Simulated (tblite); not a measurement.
Record of a relaxation.

C₆H₁₂Ge₂.
SMILES with atom numbers: `[CH2:1]=[CH:2][CH2:3][C@@H:4]1[CH:5]=[C:6]1[GeH2:7][GeH3:8]` (hydrogens: H9, H10 on C1; H11 on C2; H12, H13 on C3; H14 on C4; H15 on C5; H16, H17 on Ge7; H18, H19, H20 on Ge8)

Computed with GFN2-xTB (tblite), gas phase: L-BFGS steps from a force-field or distance-geometry start until the largest atomic force falls under 0.01 eV/Å. 7 of its 196 geometries are shown.

Step 0: E = -615.9080 eV, largest atomic force 6.011 eV/Å
```
atom  x, y, z in Å  |  force x, y, z in eV/Å
C1      3.004    0.434    1.656   -0.590   0.305  -1.121
C2      2.618    0.775    0.408    0.688  -0.249   1.988
C3      1.194    0.714   -0.013   -0.085   1.107   0.636
C4      0.691   -0.726   -0.090    2.243   1.611   5.269
C5      0.857   -1.365   -1.315   -4.939  -0.330  -2.351
C6     -0.453   -0.903   -0.881    1.993  -2.901  -4.873
Ge7    -2.329   -0.673   -1.165   -0.273   0.054   0.219
Ge8    -3.241    0.481    0.727    0.030  -0.134  -0.124
H9      4.045    0.495    1.946   -0.278  -0.132   0.076
H10     2.262    0.103    2.394    0.580   0.208  -0.380
H11     3.371    1.114   -0.288   -0.111  -0.056  -0.134
H12     1.089    1.224   -1.001   -0.145  -0.587   0.569
H13     0.555    1.283    0.719    0.461  -0.432  -0.492
H14     0.735   -1.391    0.810    0.564   1.063   0.148
H15     1.486   -1.829   -2.063   -0.536   0.332   0.528
H16    -2.564    0.164   -2.432    0.115  -0.399   0.122
H17    -3.004   -2.060   -1.306    0.290   0.416  -0.197
H18    -3.023   -0.376    2.001   -0.197   0.543  -0.367
H19    -2.535    1.847    0.886   -0.412  -0.456   0.158
H20    -4.761    0.701    0.511    0.603   0.038   0.326
```

Step 32: E = -617.2239 eV, largest atomic force 0.063 eV/Å
```
atom  x, y, z in Å  |  force x, y, z in eV/Å
C1      3.040    0.477    1.693    0.004  -0.016   0.003
C2      2.634    0.782    0.473    0.031  -0.001   0.028
C3      1.195    0.755    0.050    0.056   0.029   0.003
C4      0.703   -0.679   -0.093   -0.053   0.023   0.021
C5      0.712   -1.387   -1.399    0.011   0.020  -0.025
C6     -0.469   -0.990   -1.000   -0.033  -0.019   0.023
Ge7    -2.357   -0.711   -1.202    0.001   0.007   0.006
Ge8    -3.219    0.448    0.681    0.011  -0.007  -0.014
H9      4.081    0.467    1.970   -0.015   0.019  -0.025
H10     2.342    0.216    2.473    0.000   0.034  -0.012
H11     3.358    1.035   -0.291   -0.016  -0.036   0.005
H12     1.067    1.278   -0.900   -0.014  -0.006  -0.012
H13     0.582    1.262    0.804   -0.007  -0.050  -0.004
H14     0.840   -1.258    0.818   -0.020  -0.029   0.016
H15     1.311   -1.886   -2.121    0.042   0.016  -0.015
H16    -2.543    0.044   -2.496   -0.018  -0.024  -0.002
H17    -3.012   -2.053   -1.420    0.016   0.012  -0.023
H18    -3.017   -0.300    1.964    0.000   0.010   0.010
H19    -2.565    1.780    0.887   -0.007   0.015   0.015
H20    -4.690    0.729    0.611    0.010   0.000   0.004
```

Step 65: E = -617.2685 eV, largest atomic force 0.058 eV/Å
```
atom  x, y, z in Å  |  force x, y, z in eV/Å
C1      3.132    0.706    1.736   -0.006  -0.003   0.020
C2      2.600    0.560    0.538   -0.006   0.004  -0.009
C3      1.135    0.641    0.241    0.000  -0.016  -0.022
C4      0.625   -0.745   -0.123   -0.020  -0.026   0.009
C5      0.705   -1.245   -1.522   -0.005   0.009   0.004
C6     -0.501   -0.933   -1.121    0.002   0.022  -0.014
Ge7    -2.398   -0.711   -1.288    0.019   0.036   0.041
Ge8    -3.171    0.462    0.630    0.005  -0.014  -0.040
H9      4.188    0.592    1.911    0.006   0.028   0.000
H10     2.529    0.947    2.597    0.002   0.000   0.000
H11     3.226    0.309   -0.310   -0.015   0.015   0.010
H12     0.958    1.315   -0.603    0.005   0.017   0.002
H13     0.590    1.021    1.111    0.021  -0.026  -0.017
H14     0.727   -1.455    0.694    0.022  -0.043   0.015
H15     1.360   -1.592   -2.285   -0.013  -0.006  -0.008
H16    -2.681   -0.024   -2.600    0.009   0.005  -0.010
H17    -2.995   -2.087   -1.433   -0.020  -0.024   0.001
H18    -2.855   -0.267    1.901   -0.004   0.021  -0.006
H19    -2.531    1.811    0.768   -0.023  -0.007   0.015
H20    -4.651    0.705    0.660    0.021   0.007   0.008
```

Step 98: E = -617.2804 eV, largest atomic force 0.016 eV/Å
```
atom  x, y, z in Å  |  force x, y, z in eV/Å
C1      3.135    0.817    1.745   -0.009   0.008  -0.011
C2      2.594    0.519    0.580   -0.006   0.004   0.004
C3      1.123    0.505    0.300    0.001   0.005   0.004
C4      0.665   -0.871   -0.162    0.006   0.007   0.001
C5      0.698   -1.238   -1.603    0.009   0.010   0.000
C6     -0.497   -0.995   -1.128    0.006   0.002  -0.001
Ge7    -2.384   -0.691   -1.269   -0.007  -0.006   0.013
Ge8    -3.159    0.523    0.620    0.001   0.003   0.000
H9      4.201    0.804    1.903   -0.012   0.001  -0.004
H10     2.533    1.099    2.594   -0.001  -0.016   0.000
H11     3.222    0.243   -0.258   -0.013  -0.006   0.005
H12     0.895    1.228   -0.490    0.009  -0.003   0.002
H13     0.569    0.795    1.198    0.006  -0.010   0.005
H14     0.822   -1.648    0.584   -0.004   0.003  -0.001
H15     1.326   -1.502   -2.419   -0.004  -0.001  -0.006
H16    -2.632   -0.003   -2.589   -0.003  -0.008   0.004
H17    -3.057   -2.035   -1.395    0.005  -0.004  -0.003
H18    -2.829   -0.153    1.917    0.006   0.005  -0.011
H19    -2.582    1.901    0.733    0.003   0.001  -0.004
H20    -4.646    0.711    0.641    0.005   0.005   0.003
```

Step 130: E = -617.2915 eV, largest atomic force 0.126 eV/Å
```
atom  x, y, z in Å  |  force x, y, z in eV/Å
C1      3.046    0.831    1.808   -0.023   0.001  -0.061
C2      2.492    0.506    0.655    0.022   0.015   0.033
C3      1.022    0.356    0.420    0.002  -0.030   0.000
C4      0.687   -0.959   -0.259   -0.057  -0.061   0.002
C5      0.707   -1.073   -1.739   -0.014  -0.009  -0.053
C6     -0.491   -1.037   -1.218   -0.055   0.033   0.088
Ge7    -2.395   -0.809   -1.235    0.043   0.032  -0.078
Ge8    -2.983    0.652    0.539   -0.020   0.044   0.060
H9      4.109    0.946    1.919    0.048  -0.034  -0.002
H10     2.458    1.014    2.691   -0.060   0.007   0.033
H11     3.111    0.324   -0.213    0.025   0.016  -0.042
H12     0.676    1.171   -0.223   -0.001   0.066  -0.038
H13     0.486    0.423    1.368   -0.050   0.037   0.110
H14     0.934   -1.829    0.343    0.014  -0.036   0.006
H15     1.329   -1.133   -2.597    0.056  -0.005  -0.082
H16    -2.797   -0.291   -2.599    0.031  -0.040   0.043
H17    -3.042   -2.164   -1.118    0.016  -0.032   0.013
H18    -2.495    0.186    1.878    0.000  -0.010  -0.016
H19    -2.402    2.022    0.368    0.006   0.022   0.004
H20    -4.457    0.873    0.715    0.016  -0.015  -0.020
```

Step 162: E = -617.3022 eV, largest atomic force 0.039 eV/Å
```
atom  x, y, z in Å  |  force x, y, z in eV/Å
C1      2.984    0.722    1.850    0.015  -0.007  -0.002
C2      2.433    0.572    0.660    0.025   0.011   0.028
C3      0.973    0.358    0.422    0.016   0.002   0.002
C4      0.714   -0.952   -0.303   -0.005   0.000  -0.006
C5      0.707   -1.005   -1.789   -0.002   0.002  -0.011
C6     -0.478   -1.054   -1.236   -0.022  -0.002  -0.002
Ge7    -2.380   -0.870   -1.183    0.001  -0.004  -0.001
Ge8    -2.908    0.739    0.491    0.014  -0.028  -0.015
H9      4.043    0.864    1.978    0.008   0.002  -0.008
H10     2.395    0.713    2.753   -0.013  -0.004  -0.003
H11     3.044    0.583   -0.233    0.012   0.000  -0.003
H12     0.581    1.177   -0.192   -0.006   0.012  -0.014
H13     0.436    0.362    1.376   -0.006  -0.002   0.023
H14     1.030   -1.829    0.258   -0.016  -0.002   0.000
H15     1.314   -1.004   -2.663   -0.012   0.009   0.006
H16    -2.858   -0.538   -2.577   -0.005  -0.007   0.023
H17    -2.961   -2.224   -0.863    0.004   0.004  -0.006
H18    -2.385    0.324    1.834   -0.008   0.020  -0.003
H19    -2.315    2.090    0.226    0.002   0.002   0.009
H20    -4.373    0.982    0.695   -0.003  -0.006  -0.018
```

Step 195: E = -617.3103 eV, largest atomic force 0.009 eV/Å
```
atom  x, y, z in Å  |  force x, y, z in eV/Å
C1      3.043    0.588    1.887    0.006  -0.002   0.003
C2      2.477    0.563    0.696   -0.004  -0.001  -0.006
C3      1.015    0.363    0.452    0.001   0.001  -0.001
C4      0.761   -0.895   -0.365   -0.003   0.001   0.000
C5      0.660   -0.832   -1.847    0.000   0.002   0.005
C6     -0.482   -0.990   -1.229    0.007  -0.001  -0.003
Ge7    -2.385   -0.973   -1.069    0.004   0.000  -0.003
Ge8    -2.996    0.796    0.398    0.000   0.001  -0.002
H9      4.104    0.721    2.015   -0.004   0.001   0.001
H10     2.464    0.482    2.791    0.001  -0.002  -0.002
H11     3.079    0.669   -0.198    0.003  -0.001   0.000
H12     0.617    1.223   -0.100   -0.009  -0.002   0.000
H13     0.483    0.295    1.407    0.007  -0.002   0.005
H14     1.149   -1.798    0.103   -0.004   0.006  -0.004
H15     1.205   -0.721   -2.754   -0.002  -0.003   0.003
H16    -2.985   -0.875   -2.448    0.004  -0.002  -0.001
H17    -2.795   -2.322   -0.536   -0.003   0.000   0.000
H18    -2.623    0.520    1.822    0.000   0.005   0.003
H19    -2.330    2.095    0.057   -0.001  -0.001   0.002
H20    -4.465    1.099    0.420   -0.004  -0.001   0.001
```

Q: Summarise the path.

A: The energy falls by 32.34 kcal/mol from step 0 to step 195; nine tenths of that is first reached at step 7. It rises by more than 0.2 meV at step 47. The largest force goes from 6.011 to 0.009 eV/Å. Among the bonds C5=C6 changes most, from 1.454 to 1.308 Å; the atoms move by 0.762 Å rms after alignment.

Q: Follow the three bonds and two angles with the largest change from start to end.

A: 
```
step  E above end (kcal/mol)  largest force (eV/Å)  C5=C6 (Å)  C4–C6 (Å)  C4–C5 (Å)  C5–C4–C6 (°)  C4–C6–Ge7 (°)
   0                   32.34                 6.011      1.454      1.402      1.392          62.7          150.4
   8                    2.99                 0.224      1.308      1.513      1.486          51.7          138.2
  17                    2.22                 0.077      1.309      1.513      1.488          51.7          140.2
  25                    2.08                 0.056      1.309      1.514      1.485          51.7          141.5
  34                    1.96                 0.060      1.309      1.514      1.486          51.7          142.9
  42                    1.75                 0.119      1.308      1.515      1.484          51.7          144.0
  51                    1.32                 0.127      1.308      1.517      1.487          51.6          142.8
  59                    1.01                 0.041      1.308      1.516      1.487          51.7          141.0
  68                    0.93                 0.055      1.308      1.517      1.488          51.6          140.6
  76                    0.83                 0.058      1.309      1.518      1.487          51.6          141.7
  85                    0.75                 0.034      1.308      1.517      1.488          51.6          141.7
  93                    0.71                 0.033      1.308      1.516      1.488          51.6          142.1
 102                    0.68                 0.018      1.308      1.516      1.488          51.6          142.2
 110                    0.67                 0.031      1.309      1.516      1.488          51.6          142.0
 119                    0.63                 0.029      1.308      1.516      1.488          51.6          141.9
 127                    0.53                 0.112      1.307      1.516      1.487          51.6          141.1
 136                    0.31                 0.055      1.309      1.518      1.487          51.6          139.7
 144                    0.23                 0.022      1.308      1.517      1.488          51.6          139.2
 153                    0.21                 0.029      1.308      1.517      1.487          51.6          139.0
 161                    0.19                 0.026      1.308      1.517      1.487          51.6          139.2
 170                    0.11                 0.063      1.309      1.517      1.488          51.6          139.5
 178                    0.03                 0.030      1.308      1.516      1.487          51.6          140.6
 187                    0.01                 0.017      1.308      1.517      1.487          51.6          140.4
 195                    0.00                 0.009      1.308      1.517      1.487          51.6          140.2
```

The cost below is that of the whole relaxation. On one thread of an Intel Xeon Platinum 8488C, shared host with 96 logical CPUs at a one-minute load of 29, this took 1.8 s wall.
